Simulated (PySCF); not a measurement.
Start geometry of `C(OC)Cc1ccccc1` (2-phenylethyl methyl ether) from GFN2-xTB (Å):
```
atom  x, y, z in Å
C1     3.6750   -0.2967    0.1860
O2     2.7640   -0.1947    1.2509
C3     1.4222   -0.4338    0.9022
C4     0.7770    0.6911    0.0726
C5    -0.6845    0.4099   -0.1171
C6    -1.6257    0.9234    0.7659
C7    -2.9700    0.6355    0.6108
C8    -3.3907   -0.1769   -0.4281
C9    -2.4606   -0.6968   -1.3115
C10   -1.1174   -0.4050   -1.1560
H11    3.5660    0.5253   -0.5304
H12    4.6689   -0.2513    0.6275
H13    3.5574   -1.2491   -0.3460
H14    0.8931   -0.5273    1.8544
H15    1.3325   -1.3863    0.3570
H16    1.2727    0.7574   -0.8980
H17    0.9200    1.6342    0.6031
H18   -1.3003    1.5581    1.5779
H19   -3.6915    1.0459    1.3023
H20   -4.4396   -0.4032   -0.5495
H21   -2.7825   -1.3306   -2.1249
H22   -0.3965   -0.8098   -1.8523
```

Q: What comes out of this run: PySCF 2.14.0, PBE0-D3(BJ)/def2-SVP geometry optimisation, gas phase?

A: 
```
atom  x, y, z in Å
C1     3.3210   -0.4973   -0.2030
O2     2.4669   -0.2734    0.8756
C3     1.1158   -0.5186    0.6143
C4     0.4348    0.5861   -0.1982
C5    -1.0308    0.3125   -0.3806
C6    -1.9718    0.7913    0.5384
C7    -3.3258    0.4929    0.3996
C8    -3.7638   -0.2971   -0.6621
C9    -2.8374   -0.7832   -1.5833
C10   -1.4849   -0.4811   -1.4411
H11    3.1540    0.2062   -1.0417
H12    4.3528   -0.3616    0.1519
H13    3.2204   -1.5278   -0.5996
H14    0.6151   -0.6038    1.5919
H15    0.9842   -1.4923    0.0970
H16    0.9195    0.6780   -1.1836
H17    0.5882    1.5411    0.3289
H18   -1.6359    1.4150    1.3723
H19   -4.0447    0.8828    1.1247
H20   -4.8255   -0.5303   -0.7737
H21   -3.1711   -1.4001   -2.4216
H22   -0.7645   -0.8624   -2.1713
```

The energy falls by 1.3 kcal/mol over 7 energy and gradient evaluations, the largest force component goes from 0.0128 to 2.8e-04 Eh/bohr, and the atoms move by 0.085 Å rms after alignment. Among the bonds, C1–H11, C6–H18, C7–H19, C8–H20, C9–H21 and C10–H22 change most and about equally (+0.012 to +0.013 Å). Bonds longer at the end by more than 0.005 Å: 18 of 22; shorter: 3. Rotational constants go from 3948, 613.9, 562.0 to 3889, 610.1, 556.2 MHz. The orientation of the end geometry is arbitrary; only internal coordinates are fixed.

The run used 200 basis functions and 48 SCF cycles in all. Rough CPU time on one thread of a shared machine: about 6 min.

PBE0-D3(BJ)/def2-SVP frequencies: not computed here. The numbers are those of one conformer.
